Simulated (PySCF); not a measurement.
Geometries of 2 isomers of C6H6BF2N, from PBE0-D3(BJ)/def2-SVP geometry optimisation, gas phase in PySCF. One conformer each, no zero-point energy, no frequencies.

Problem. Which isomer lies lower at this level?
A.
```xyz
16
angstrom
C     -2.649   -0.133    0.207
C     -1.156   -0.055    0.123
C     -0.411   -0.880   -0.720
C      0.972   -0.735   -0.768
C      1.587    0.237    0.030
B      3.134    0.438    0.001
F      3.741    1.356    0.719
F      3.892   -0.330   -0.767
N      0.874    1.031    0.849
C     -0.438    0.882    0.889
H     -2.999   -0.007    1.242
H     -3.115    0.667   -0.392
H     -3.025   -1.093   -0.172
H     -0.913   -1.633   -1.335
H      1.580   -1.369   -1.419
H     -0.983    1.543    1.575
```
B.
```xyz
16
angstrom
N     -2.841    0.006    0.014
C     -1.474    0.003    0.002
C     -0.757   -1.189   -0.227
C      0.627   -1.189   -0.203
C      1.362   -0.016    0.046
B      2.895   -0.022    0.064
F      3.597    1.080    0.288
F      3.595   -1.129   -0.146
C      0.636    1.166    0.275
C     -0.748    1.184    0.255
H     -3.317    0.895   -0.046
H     -3.327   -0.773   -0.406
H     -1.304   -2.115   -0.421
H      1.163   -2.125   -0.385
H      1.178    2.095    0.471
H     -1.288    2.117    0.436
```

Solution. B. That is `Nc1ccc(B(F)F)cc1`, 11.8 kcal/mol below the other.

```json
{"SMILES": "Nc1ccc(B(F)F)cc1", "atoms numbered as above": "[NH2:1][c:2]1[cH:3][cH:4][c:5]([B:6]([F:7])[F:8])[cH:9][cH:10]1", "E (Eh)": "-510.76557", "relative (kcal/mol)": "0.0", "relative (kJ/mol)": "0.0", "dipole (D)": "4.92"}
{"SMILES": "Cc1ccc(B(F)F)nc1", "atoms numbered as above": "[CH3:1][c:2]1[cH:3][cH:4][c:5]([B:6]([F:7])[F:8])[n:9][cH:10]1", "E (Eh)": "-510.74682", "relative (kcal/mol)": "11.8", "relative (kJ/mol)": "49.2", "dipole (D)": "4.15"}
```

As drawn, the lower has an N–H bond, which the higher lacks.
